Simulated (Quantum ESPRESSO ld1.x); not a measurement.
La XLVI, 12 electrons, occupied as [Ne] 3s2.

Calculated with ld1.x of Quantum ESPRESSO 7.5: scalar-relativistic Kohn-Sham, LDA (Slater exchange, Perdew-Zunger correlation), spin-polarised, spherical densities, point nucleus.

Energy parts (eV):
part                     energy
total                 -177518.8
kinetic                190243.6
electron-nucleus      -383831.1
Hartree                 18755.7
exchange-correlation    -2687.1

Orbitals (lengths in bohr, moments of r in powers of bohr; <r^-3> diverges for s and p1/2):
orbital,occ.,eigenvalue (eV),<r^-3>,<r^2>,<r>
1s,2,-41773.0,-,0.0008537,0.02507
2s,2,-9045.66,-,0.01316,0.1058
2p,6,-8443.46,7747,0.01038,0.09242
3s,2,-3674.86,-,0.07327,0.2538
3p,0,-3490.78,2066,0.06957,0.2456
3d,0,-3296.26,303.8,0.05345,0.2156
4s,0,-1970.42,-,0.2467,0.4682

The highest occupied level is 3s at -3674.9 eV. The density falls to 0.001 e/bohr^3 at r = 0.68 bohr. For comparison, the ionisation energy in NIST's Atomic Spectra Database is 3704 eV (theoretical). In exact Kohn-Sham theory the highest level is minus the ionisation energy, but local and semilocal functionals leave it too shallow, through self-interaction and a potential that decays too fast; potentials with the right tail come closer.
